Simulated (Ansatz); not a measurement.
Computed with Ansatz.

`[CH3][GeH]([OH])[TeH]` at its PBE0-D4/def2-TZVP geometry, where that method's forces vanish. Total charge 0; spin multiplicity 1. Te takes the def2 core potential.

```
atom    x (Å)    y (Å)    z (Å)
  C1   1.0988   0.8094   0.5453
 Ge2  -0.0254  -0.2203  -0.6488
  O3   0.1355  -1.8971  -0.0659
 Te4  -2.4863   0.5000  -0.6178
  H5   0.7125   0.7364   1.5618
  H6   1.1152   1.8554   0.2402
  H7   2.1122   0.4053   0.5196
  H8   0.3882  -0.1319  -2.1339
  H9  -0.5318  -2.4781  -0.4385
 H10  -2.5189   0.4208   1.0379
```

Task: For each bond, give half the difference of the two atoms' forces along it (eV/Å; positive pushes the atoms apart) under PBE-D4, r2SCAN-D4, B3LYP-D4, ωB97M-V in def2-TZVPP. (Best estimate.)

Result: The calculation gave: 
```csv
bond,length (Å),PBE-D4,r2SCAN-D4,B3LYP-D4,ωB97M-V
C1–Ge2,1.937,0.03,0.03,0.14,0.01
C1–H5,1.090,0.09,-0.02,-0.07,-0.04
C1–H6,1.090,0.10,-0.01,-0.07,-0.04
C1–H7,1.091,0.08,-0.02,-0.08,-0.05
Ge2–O3,1.782,0.38,0.08,0.24,0.10
Ge2–Te4,2.564,0.05,0.02,0.12,-0.10
Ge2–H8,1.544,0.02,-0.05,-0.10,-0.11
O3–H9,0.960,0.38,0.05,-0.04,-0.06
Te4–H10,1.658,0.26,0.03,0.08,-0.13
```

B3LYP here is the variant with VWN-RPA as its local correlation; programs differ in this.
